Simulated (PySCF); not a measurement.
Löwdin shares of the frontier orbitals

C5H14GeSi.
Geometry (PBE0-D3(BJ)/def2-SVP, Å), atoms numbered from 1 in this order:
```xyz
21
C5H14GeSi angstrom
Si     3.4684    0.5941   -0.0294
Ge     1.7690   -1.0636    0.1791
C      0.0316   -0.2014    0.4962
C     -1.1698   -1.1494    0.5291
C     -2.3846   -0.2150    0.4146
C     -1.8796    1.0420   -0.3331
C     -0.3778    0.8114   -0.5764
H      3.2241    1.4299   -1.2465
H      3.4417    1.4941    1.1667
H      4.8318   -0.0106   -0.1366
H      2.1064   -2.0246    1.3400
H      1.6781   -1.8993   -1.1178
H      0.1052    0.3165    1.4702
H     -1.1296   -1.8257   -0.3428
H     -1.1967   -1.7855    1.4269
H     -3.2289   -0.6999   -0.0977
H     -2.7444    0.0577    1.4189
H     -2.4209    1.2152   -1.2753
H     -2.0318    1.9420    0.2822
H     -0.2206    0.3725   -1.5774
H      0.2111    1.7412   -0.5427
```

Theory: PySCF 2.14.0, density-fitted response routines, TDDFT PBE0/def2-SVPD, vertical, gas phase, core orbitals frozen in the response. Relativistic effects, spin–orbit coupling among them, are left out although an element past zinc is present.

Kohn–Sham orbitals with the atoms that hold most of them (Löwdin shares over 4%, at most four atoms; ? is withheld):

| orbital | ε (eV) | atoms |
| --- | --- | --- |
| LUMO+2 | 0.57 | Si1 33%, Ge2 24%, H9 7%, H12 6% |
| LUMO+1 | 0.53 | Si1 31%, Ge2 11%, H10 11%, H8 10% |
| LUMO | ? | Ge2 25%, Si1 16%, H12 7%, H11 7% |
| HOMO | -7.73 | ? |
| HOMO-1 | -8.30 | ? |
| HOMO-2 | -8.86 | C6 18%, C5 18%, H17 10%, H19 10% |
| HOMO-3 | -9.00 | Ge2 26%, H12 16%, H11 15%, C3 9% |

Which atoms hold the HOMO-1, and with what shares?

Ge2 (bonded to C, Si and 2 H) 26%; C3 (bonded to 2 C, Ge and H) 20%; H11 (bonded to Ge) 10%; Si1 (bonded to Ge and 3 H) 9%.

Give the leading atoms of the HOMO.

Ge2 (bonded to C, Si and 2 H) 27%; Si1 (bonded to Ge and 3 H) 25%; C3 (bonded to 2 C, Ge and H) 16%; C4 (bonded to 2 C and 2 H) 6%. By element: germanium 27%, silicon 25%, carbon 23% or more.

What is the LUMO energy, and the HOMO–LUMO gap?

ε(LUMO) = 0.23 eV; the gap is 7.96 eV (0.2927 hartree).

How does S1 compare with the orbital gap of 7.96 eV?

S1 is at 6.91 eV (f = 0.031), 1.05 eV below the gap, made of HOMO→LUMO (93%). Without the coupling terms of the response equations the lowest excitation would equal the gap.

Next come S2 at 7.19 eV (f 0.015), HOMO→LUMO+3 (76%), HOMO→LUMO+2 (12%); S3 at 7.22 eV (f 0.020), HOMO→LUMO+2 (73%), HOMO→LUMO+3 (14%); S4 at 7.30 eV (f 0.093), HOMO→LUMO+1 (52%), HOMO-1→LUMO (33%); S5 at 7.44 eV (f 0.386), HOMO-1→LUMO (52%), HOMO→LUMO+1 (32%).

One conformer stands for the species.

Without π bonds the low states are Rydberg-like; a valence basis with one diffuse set may place them up to an eV too high.
